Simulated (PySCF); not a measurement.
System: CH3 (anion, charge -1), singlet: umbrella (inversion) coordinate, bond length relaxed. Scanned: angle between the C-H bonds and the threefold axis (90 = planar). Other coordinates (C-H bond length) were minimised at PBE0/def2-TZVP.

Cartesian coordinates as functions of the variables (Å; names that start with a are angles):
```
C  0  0  0
H  r*sin(a)*cos(0*2*pi/3+0)  r*sin(a)*sin(0*2*pi/3+0)  0+r*cos(a)
H  r*sin(a)*cos(1*2*pi/3+0)  r*sin(a)*sin(1*2*pi/3+0)  0+r*cos(a)
H  r*sin(a)*cos(2*2*pi/3+0)  r*sin(a)*sin(2*2*pi/3+0)  0+r*cos(a)
```

Levels of theory: RKS-B3LYP/6-311+G** = restricted B3LYP/6-311+G**, spherical d in PySCF 2.14.0; B3LYP/aug-cc-pVDZ (PySCF); PBE/aug-cc-pVDZ (PySCF); RKS-B3LYP/6-31G* = restricted B3LYP/6-31G*, spherical d (PySCF); RKS-BP86/6-31G* = restricted BP86/6-31G*, spherical d (PySCF); CCSD(T) on RHF/aug-cc-pVDZ, 1 core orbital frozen (PySCF).

Energies in eV, each method relative to its own lowest point.

```
a / °  RKS-B3LYP/6-311+G**  B3LYP    PBE  RKS-B3LYP/6-31G*  RKS-BP86/6-31G*  CCSD(T)
-----  -------------------  -----  -----  ----------------  ---------------  -------
90                   0.102  0.115  0.118             0.486            0.483    0.141
93                   0.097  0.110  0.113             0.474            0.472    0.135
96                   0.083  0.096  0.099             0.439            0.439    0.119
99                   0.061  0.074  0.078             0.384            0.387    0.094
102                  0.037  0.049  0.053             0.314            0.321    0.063
105                  0.015  0.024  0.028             0.234            0.244    0.034
108                  0.000  0.006  0.008             0.153            0.165    0.010
111                  0.000  0.000  0.000             0.080            0.092    0.000
114                  0.022  0.014  0.009             0.026            0.034    0.010
117                  0.072  0.054  0.043             0.000            0.000    0.047
120                  0.157  0.128  0.107             0.013            0.001    0.118
123                  0.284  0.241  0.208             0.075            0.046    0.229
126                  0.456  0.401  0.352             0.194            0.144    0.384
129                  0.678  0.615  0.545             0.379            0.304    0.591
132                  0.957  0.888  0.795             0.639            0.535    0.853
```
